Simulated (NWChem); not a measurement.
Species: BI$_{2}$ cation

```xyz
3

I     -1.9864    -0.0228     0.0206
B      0.0000     0.0000     0.0000
I      1.9864     0.0228    -0.0206
```
Atoms are numbered in this order, from 1.

Computed with NWChem. Coordinates come from a PBE-D3(BJ)/def2-SVP optimisation. def2 effective core potentials on I; no spin-orbit coupling. B3LYP is NWChem's, with the RPA form of VWN correlation. Static field.

Among these, which level gives the lowest value of “isotropic polarisability (bohr³)”?
A. CAM-B3LYP/def2-SVPD
B. Hartree-Fock/def2-SVPD
C. B3LYP/def2-SVPD
D. PBE/def2-SVPD

B, Hartree-Fock/def2-SVPD. Values: Hartree-Fock/def2-SVPD 72.0; CAM-B3LYP/def2-SVPD 74.7; B3LYP/def2-SVPD 75.8; PBE/def2-SVPD 76.9
